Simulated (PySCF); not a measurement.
From one molecule to another.

First species: C₆H₈O₂.
Cartesian coordinates in Å at the GFN2-xTB level; atoms count from 1:
```xyz
16
C6H8O2 angstrom
C      2.378    0.306    0.502
O      1.221    0.759   -0.164
C      0.239   -0.235   -0.374
C     -0.869    0.337   -1.267
C     -2.111    0.216   -0.453
C     -1.898   -0.312    0.752
C     -0.482   -0.644    0.929
O      0.044   -1.140    1.895
H      2.152   -0.064    1.505
H      3.038    1.167    0.569
H      2.869   -0.491   -0.071
H      0.706   -1.132   -0.815
H     -0.647    1.383   -1.487
H     -0.960   -0.192   -2.217
H     -3.063    0.538   -0.840
H     -2.626   -0.490    1.523
```

Second species: C6H14O2S.
Atom-mapped SMILES: `[CH3:1][CH2:2][CH2:3][CH2:4][S:5](=[O:6])(=[O:7])[CH2:8][CH3:9]` (hydrogens: H10, H11, H12 on C1; H13, H14 on C2; H15, H16 on C3; H17, H18 on C4; H19, H20 on C8; H21, H22, H23 on C9)

Levels: PBE0/pcSseg-1 for dipole moment, HOMO energy, LUMO energy and HOMO–LUMO gap; GFN2-xTB for rotational constant A and rotational constant C. Geometries: GFN2-xTB. Each structure is a single optimised conformer of the isolated species, non-relativistic unless stated; the electronic structure was computed with PySCF and density fitting.

Dipoles, sizes and rotational constants follow the conformer. The torsions of the flexible species, by atom-mapped SMILES:
- `[CH3:1][O:2][C@@H:3]1[CH2:4][CH:5]=[CH:6][C:7]1=[O:8]`: C1–O2–C3–C4 -172°
- `[CH3:1][CH2:2][CH2:3][CH2:4][S:5](=[O:6])(=[O:7])[CH2:8][CH3:9]`: C1–C2–C3–C4 180°, C2–C3–C4–S5 178°, C3–C4–S5–O6 -66°, C4–S5–C8–C9 66°

Values for the first species:

```
Dipole moment         : 2.80 D
HOMO energy           : -6.69 eV
LUMO energy           : -1.60 eV
HOMO–LUMO gap         : 5.09 eV
Rotational constant A : 3.411 GHz
Rotational constant C : 1.331 GHz
```

Question: Estimate the same properties for the second species, and the change in each.

Answer: 
```csv
property,first,second,second less first
dipole moment,2.80 D,4.51 D,+1.71 D
HOMO energy,-6.69 eV,-8.00 eV,-1.31 eV
LUMO energy,-1.60 eV,1.05 eV,+2.65 eV
HOMO–LUMO gap,5.09 eV,9.05 eV,+3.96 eV
rotational constant A,3.411 GHz,2.690 GHz,-0.721 GHz
rotational constant C,1.331 GHz,0.614 GHz,-0.717 GHz
```

On the first: The dipole matches unit charges of opposite sign 0.58 Å apart (1 e·Å = 4.8032 D). A dipole of 2.80 D is allowed in C1, and pure rotational transitions are dipole-allowed.

On the second: The dipole matches unit charges of opposite sign 0.94 Å apart (1 e·Å = 4.8032 D).
